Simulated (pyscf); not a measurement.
Insertion: F–N•–F (SMILES F[N]F) + F–Ge:–F (SMILES [F][Ge][F]) [singlet] -> F–N•–Ge(F)(F)–F (SMILES F[N][Ge]([F])([F])[F])

Gas phase, doublet surface, charge 0. Bonds broken: F1–N2. Bonds formed: F1–Ge5, N2–Ge5. Structures and frequencies: ωB97X-D3(BJ)/def2-SVP in PySCF.

Transition state (Å):

```xyz
6

F     -0.2107     1.5201    -0.1310
N      1.5220     1.3184    -0.6067
F      2.0841     1.3958     0.5602
F     -1.6910    -0.6383    -0.8243
Ge    -0.0109    -0.3138    -0.5047
F      0.2389    -0.8763     1.1167
```

One imaginary mode, 514i cm⁻¹; descent along it reached the two sides named.

```
bond    change  reactant side (Å)  saddle  product side
------  ------  -----------------  ------  ------------
F1–N2   breaks              1.359   1.808           3.0
F1–Ge5   forms                2.7   1.882         1.709
N2–Ge5   forms                3.5   2.242         1.890
```

Electronic energies relative to the separated reactants (kJ/mol):

| level | barrier | reaction energy |
|---|---|---|
| ωB97X-D3(BJ)/def2-TZVP | 108.6 | -219.8 |
| PBE/def2-TZVP | 73.2 | -177.3 |
| r²SCAN/def2-TZVP | 66.7 | -219.2 |
| B3LYP-D3(BJ)/def2-TZVP | 99.7 | -193.8 |
| PBE0-D3(BJ)/def2-TZVP | 98.6 | -210.6 |
| M06-2X/def2-TZVP | 88.9 | -251.4 |
| ωB97M-D3(BJ)/def2-TZVP | 112.0 | -199.7 |
| HF/def2-TZVP | 132.2 | -245.8 |

With ωB97M-D3(BJ)/def2-TZVP energies and thermal terms (ideal gas, 1 atm, RRHO with modes under 100 cm⁻¹ raised to 100, one conformer, R ln 2 for rigid chiral ones), in kJ/mol:

```tsv
T (K)	ΔH‡	ΔG‡	ΔH	ΔG
298	112.2	159.9	-194.4	-147.9
600	115.4	206.9	-189.8	-102.5
900	118.4	252.0	-184.9	-60.0
1200	121.1	296.1	-179.9	-19.1
```

This is the saddle that the search found; another between the same sides may lie lower. An unrestricted DFT solution here is markedly spin-contaminated. Elements up to Kr have no core potential and no relativistic terms here.
